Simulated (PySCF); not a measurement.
PySCF job for FeH12O6, SMILES [OH2]->[Fe+2](<-[OH2])(<-[OH2])(<-[OH2])(<-[OH2])<-[OH2] (connectivity only; charge and spin as stated), charge +2, multiplicity 5, PBE-D3(BJ)/def2-SVP. The structure is a stationary point at PBE-D3(BJ)/def2-SVP. The spin state was assumed, not searched. The isomer is the one that the SMILES or the coordinates give; other isomers of the formula were not compared.

```python
import numpy as np
from pyscf import gto, scf, dft, df
from pyscf.hessian import thermo

mol = gto.M(
    atom='''
    Fe   -0.00000000   -0.00000000   -0.00000000
    O    -2.10877420   -0.39648380   -0.00000062
    H    -2.52404802   -1.28193904   -0.00000079
    H    -2.84301910    0.24941522   -0.00000079
    O    -0.40173997    2.07434730    0.00000002
    H    -0.57861436    2.63447784   -0.78285928
    H    -0.57861480    2.63447774    0.78285927
    O    -0.00000060   -0.00000013    2.13858917
    H     0.69196180    0.36139104    2.72788735
    H    -0.69196333   -0.36139137    2.72788693
    O     0.00000060    0.00000013   -2.13858917
    H    -0.69196180   -0.36139104   -2.72788735
    H     0.69196333    0.36139137   -2.72788693
    O     0.40173997   -2.07434730   -0.00000002
    H     0.57861436   -2.63447784    0.78285928
    H     0.57861480   -2.63447774   -0.78285927
    O     2.10877420    0.39648380    0.00000062
    H     2.84301910   -0.24941522    0.00000079
    H     2.52404802    1.28193904    0.00000079
    ''',
    basis='def2-SVP',
    charge=2,
    spin=4,
    max_memory=1600,
    verbose=3,
)
mf = dft.UKS(mol, xc='pbe').density_fit(auxbasis='def2-universal-jkfit')
mf.disp = 'd3bj'
mf.grids.level = 3
mf.conv_tol = 1e-11
mf.max_cycle = 100
mf.kernel()
fine, coarse = mf.grids, dft.Grids(mol).set(level=1).build(with_non0tab=True)
for _ in range(3):  # follow internal instabilities
    mf.grids = coarse
    mo, _, stable, _ = mf.stability(return_status=True, nroots=4)
    mf.grids = fine
    if stable:
        break
    mf.kernel(mf.make_rdm1(mo, mf.mo_occ))

# [left out here: the lines that compute and print the analytic Hessian (its translational invariance restored by hand, since the grid's response is missing), thermochemistry and intensities]
```

Output:

```
[...]
      10   O                -0.00  0.00  0.03   -0.00 -0.00 -0.05   -0.00 -0.00 -0.04
      11   H                 0.15  0.07 -0.21   -0.26 -0.14  0.38   -0.21 -0.12  0.31
      12   H                -0.15 -0.07 -0.21    0.26  0.14  0.38    0.21  0.12  0.31
      13   O                 0.01 -0.04  0.00   -0.00  0.00  0.00    0.01 -0.02  0.00
      14   H                -0.08  0.26  0.21    0.00 -0.00 -0.00   -0.05  0.17  0.13
      15   H                -0.08  0.26 -0.21   -0.00  0.00 -0.00   -0.05  0.17 -0.13
      16   O                 0.02  0.00  0.00   -0.00 -0.00  0.00    0.02  0.00  0.00
      17   H                -0.12 -0.14 -0.00    0.00  0.00 -0.00   -0.10 -0.12 -0.00
      18   H                -0.17  0.08 -0.00    0.00 -0.00 -0.01   -0.14  0.07 -0.00
Mode                                39                  40                  41
Irrep
Freq [cm^-1]                     3657.2535           3658.3032           3663.6390
Reduced mass [au]                   1.0447              1.0447              1.0444
Force const [Dyne/A]                8.2329              8.2377              8.2595
Char temp [K]                    5261.9735           5263.4838           5271.1608
Normal mode                   x     y     z       x     y     z       x     y     z
       0  Fe                -0.00  0.00  0.00   -0.00  0.00  0.00    0.00 -0.00 -0.00
       1   O                 0.00 -0.00  0.00    0.01  0.00  0.00    0.02  0.00  0.00
       2   H                -0.00 -0.01 -0.00   -0.03 -0.08 -0.00   -0.10 -0.25  0.00
       3   H                -0.01  0.01 -0.00   -0.06  0.06 -0.00   -0.19  0.18 -0.00
       4   O                -0.01  0.03  0.00   -0.01  0.03 -0.00   -0.00  0.00  0.00
       5   H                 0.08 -0.26  0.40    0.08 -0.25  0.39    0.00 -0.01  0.02
       6   H                 0.08 -0.26 -0.40    0.08 -0.25 -0.39    0.00 -0.01 -0.02
       7   O                -0.00 -0.00  0.00   -0.00 -0.00 -0.01   -0.00 -0.00  0.03
       8   H                 0.00 -0.00  0.00    0.06  0.03  0.04   -0.30 -0.16 -0.23
       9   H                 0.00 -0.00 -0.00   -0.06 -0.03  0.04    0.30  0.16 -0.23
      10   O                -0.00 -0.00 -0.00   -0.00 -0.00  0.01    0.00  0.00 -0.03
      11   H                 0.00 -0.00  0.00   -0.06 -0.03 -0.04    0.30  0.16  0.23
      12   H                 0.00 -0.00 -0.00    0.06  0.03 -0.04   -0.30 -0.16  0.23
      13   O                -0.01  0.03  0.00    0.01 -0.03  0.00    0.00 -0.00  0.00
      14   H                 0.08 -0.26  0.40   -0.08  0.25 -0.39   -0.00  0.01 -0.02
      15   H                 0.08 -0.26 -0.40   -0.08  0.25  0.39   -0.00  0.01  0.02
      16   O                 0.00 -0.00  0.00   -0.01 -0.00 -0.00   -0.02 -0.00 -0.00
      17   H                -0.01  0.01 -0.00    0.06 -0.06  0.00    0.19 -0.18  0.00
      18   H                -0.00 -0.01 -0.00    0.03  0.08 -0.00    0.10  0.25  0.00
Mode                                42                  43                  44
Irrep
Freq [cm^-1]                     3665.9561           3670.2157           3673.4351
Reduced mass [au]                   1.0450              1.0451              1.0456
Force const [Dyne/A]                8.2746              8.2943              8.3129
Char temp [K]                    5274.4946           5280.6232           5285.2552
Normal mode                   x     y     z       x     y     z       x     y     z
       0  Fe                -0.00 -0.00 -0.00   -0.00 -0.00  0.00    0.00 -0.00 -0.00
       1   O                -0.00 -0.00  0.00   -0.03 -0.01 -0.00    0.03  0.01  0.00
       2   H                 0.00  0.00  0.00    0.19  0.45  0.00   -0.16 -0.37 -0.00
       3   H                 0.00 -0.00  0.00    0.35 -0.34  0.00   -0.29  0.28 -0.00
       4   O                -0.00  0.00  0.00   -0.00  0.00  0.00    0.00 -0.01 -0.00
       5   H                 0.00 -0.00  0.00    0.00 -0.01  0.01   -0.02  0.06 -0.09
       6   H                -0.00  0.00  0.00    0.00 -0.01 -0.01   -0.02  0.06  0.09
       7   O                 0.00  0.00 -0.03    0.00  0.00 -0.00    0.00  0.00 -0.02
       8   H                 0.36  0.19  0.28   -0.00 -0.00  0.00    0.18  0.10  0.14
       9   H                -0.36 -0.19  0.28   -0.00 -0.00 -0.00   -0.18 -0.10  0.14
      10   O                 0.00  0.00 -0.03    0.00  0.00  0.00   -0.00 -0.00  0.02
      11   H                 0.36  0.19  0.28   -0.00 -0.00  0.00   -0.18 -0.10 -0.14
      12   H                -0.36 -0.19  0.28   -0.00 -0.00 -0.00    0.18  0.10 -0.14
      13   O                 0.00 -0.00  0.00   -0.00  0.00  0.00   -0.00  0.01  0.00
      14   H                 0.00 -0.00  0.00    0.00 -0.01  0.01    0.02 -0.06  0.09
      15   H                -0.00  0.00  0.00    0.00 -0.01 -0.01    0.02 -0.06 -0.09
      16   O                 0.00  0.00  0.00   -0.03 -0.01 -0.00   -0.03 -0.01 -0.00
      17   H                -0.00  0.00  0.00    0.35 -0.34  0.00    0.29 -0.28  0.00
      18   H                -0.00 -0.00  0.00    0.19  0.45  0.00    0.16  0.37  0.00
Mode                                45                  46                  47
Irrep
Freq [cm^-1]                     3742.0618           3742.6967           3749.7167
Reduced mass [au]                   1.0839              1.0839              1.0836
Force const [Dyne/A]                8.9427              8.9452              8.9770
Char temp [K]                    5383.9938           5384.9073           5395.0075
Normal mode                   x     y     z       x     y     z       x     y     z
       0  Fe                 0.00 -0.00  0.00   -0.00  0.00  0.00    0.00  0.00  0.00
       1   O                 0.00  0.00  0.00    0.00 -0.00 -0.00   -0.00  0.00 -0.00
       2   H                -0.00 -0.00  0.00    0.00  0.00  0.00   -0.00 -0.00  0.00
       3   H                -0.00  0.00 -0.00   -0.00  0.00  0.00    0.00 -0.00  0.00
       4   O                -0.00  0.00  0.05    0.00  0.00 -0.05   -0.00 -0.00  0.00
       5   H                -0.09  0.27 -0.38    0.09 -0.27  0.38   -0.00  0.00 -0.01
       6   H                 0.09 -0.27 -0.38   -0.09  0.27  0.38    0.00 -0.00 -0.01
       7   O                -0.00 -0.00  0.00    0.00  0.00  0.00    0.04  0.02  0.00
       8   H                 0.01  0.00  0.01   -0.00 -0.00 -0.00   -0.34 -0.18 -0.29
       9   H                 0.01  0.00 -0.01    0.00  0.00 -0.00   -0.34 -0.18  0.29
      10   O                 0.00  0.00  0.00   -0.00 -0.00  0.00   -0.04 -0.02 -0.00
      11   H                -0.01 -0.00 -0.01   -0.00 -0.00 -0.00    0.34  0.18  0.29
      12   H                -0.01 -0.00  0.01    0.00  0.00 -0.00    0.34  0.18 -0.29
      13   O                 0.00 -0.00 -0.05    0.00 -0.00 -0.05   -0.00 -0.00 -0.00
      14   H                 0.09 -0.27  0.38    0.09 -0.27  0.38    0.00 -0.00  0.01
      15   H                -0.09  0.27  0.38   -0.09  0.27  0.38   -0.00  0.00  0.01
      16   O                -0.00 -0.00 -0.00   -0.00 -0.00 -0.00   -0.00  0.00  0.00
      17   H                 0.00 -0.00  0.00    0.00 -0.00  0.00    0.00 -0.00 -0.00
      18   H                 0.00  0.00 -0.00    0.00  0.00  0.00   -0.00 -0.00 -0.00
Mode                                48                  49                  50
Irrep
Freq [cm^-1]                     3750.2227           3756.4469           3756.8316
Reduced mass [au]                   1.0836              1.0836              1.0837
Force const [Dyne/A]                8.9788              9.0091              9.0115
Char temp [K]                    5395.7356           5404.6907           5405.2442
Normal mode                   x     y     z       x     y     z       x     y     z
       0  Fe                 0.00  0.00 -0.00   -0.00  0.00 -0.00   -0.00  0.00  0.00
       1   O                -0.00  0.00  0.00   -0.01  0.05 -0.00    0.01 -0.05  0.00
       2   H                -0.01 -0.03 -0.00   -0.20 -0.43 -0.00    0.20  0.43  0.00
       3   H                 0.03 -0.02 -0.00    0.36 -0.32  0.00   -0.36  0.32 -0.00
       4   O                -0.00 -0.00 -0.00   -0.00  0.00  0.00    0.00 -0.00  0.00
       5   H                 0.00  0.00 -0.00    0.00 -0.00  0.00   -0.00  0.00 -0.00
       6   H                 0.00  0.00  0.00    0.00 -0.00 -0.00   -0.00  0.00  0.00
       7   O                -0.04 -0.02 -0.00   -0.00 -0.00 -0.00   -0.00 -0.00 -0.00
       8   H                 0.34  0.18  0.29    0.00  0.00  0.00    0.02  0.01  0.02
       9   H                 0.34  0.18 -0.29   -0.00 -0.00  0.00    0.02  0.01 -0.02
      10   O                -0.04 -0.02 -0.00   -0.00  0.00  0.00   -0.00 -0.00 -0.00
      11   H                 0.34  0.18  0.29   -0.00 -0.00 -0.00    0.02  0.01  0.02
      12   H                 0.34  0.18 -0.29    0.00  0.00 -0.00    0.02  0.01 -0.02
      13   O                -0.00 -0.00  0.00    0.00 -0.00  0.00    0.00 -0.00  0.00
      14   H                 0.00  0.00 -0.00   -0.00  0.00 -0.00   -0.00  0.00 -0.00
      15   H                 0.00  0.00  0.00   -0.00  0.00  0.00   -0.00  0.00  0.00
      16   O                -0.00  0.00 -0.00    0.01 -0.05  0.00    0.01 -0.05 -0.00
      17   H                 0.03 -0.02  0.00   -0.36  0.32 -0.00   -0.36  0.32 -0.00
      18   H                -0.01 -0.03  0.00    0.20  0.43  0.00    0.20  0.43  0.00
temperature 298.1500 [K]
pressure 101325.00 [Pa]
Rotational constants [GHz] 1.42971 1.42545 1.40893
Symmetry number 2
Zero-point energy (ZPE) 0.14328 [Eh]   376191.578 [J/mol]
                           tot       elec      trans        rot        vib
Entropy [J/mol/K]       564.977     13.382    172.345    116.014    263.236
Cv [J/mol/K]            249.396      0.000     12.472     12.472    224.453
Cp [J/mol/K]            257.711      0.000     20.786     12.472    224.453
Internal energy [J/mol]                      3718.434   3718.434 416608.378
Internal energy [Eh]   -1720.43797  -1720.59948
Enthalpy [J/mol]                             6197.391   3718.434 416608.378
Enthalpy [Eh]          -1720.43702
Gibbs free energy [J/mol]                  -45187.220 -30871.143 338124.481
Gibbs free energy [Eh] -1720.50118
mode   freq/cm-1   IR/(km/mol)
   1      -11.77         0.000
   2       66.91         0.016
   3       66.93        13.754
   4       67.12         4.137
   5       79.83         3.180
   6       81.88         0.000
   7       86.38         1.866
   8       89.03         0.000
   9      103.83         3.538
  10      111.96         1.618
  11      181.12        12.870
  12      221.03         0.000
  13      237.00        25.265
  14      255.21         0.000
  15      256.89         0.000
  16      279.68         0.000
  17      281.72       308.857
  18      302.84         0.000
  19      309.95       273.468
  20      326.28        93.876
  21      329.59         0.000
  22      342.48         0.000
  23      345.58         0.000
  24      360.08        95.039
  25      363.15        95.955
  26      381.17       305.111
  27      402.19         2.984
  28      470.16         0.000
  29      488.08         0.000
  30      497.62       319.627
  31      499.71         0.000
  32      528.13       320.696
  33      530.06       251.981
  34     1571.51       171.943
  35     1573.24         0.000
  36     1573.86       159.294
  37     1577.10         0.000
  38     1580.00       152.447
  39     1588.22         0.000
  40     3657.25       226.209
  41     3658.30         0.000
  42     3663.64         0.000
  43     3665.96       206.682
  44     3670.22       235.829
  45     3673.44         0.000
  46     3742.06         0.000
  47     3742.70       348.435
  48     3749.72         0.000
  49     3750.22       320.778
  50     3756.45         0.000
  51     3756.83       359.382
max |gradient| / (hartree/bohr): 3.568235595783779e-05
APT charges: [ 1.6931 -0.6166  0.3299  0.3293 -0.6038  0.3301  0.3301 -0.5905  0.3225
  0.3225 -0.5905  0.3225  0.3225 -0.6038  0.3301  0.3301 -0.6166  0.3293
  0.3299]
```

The calculation finished and met its thresholds. The end point has an imaginary mode, so it is no minimum.
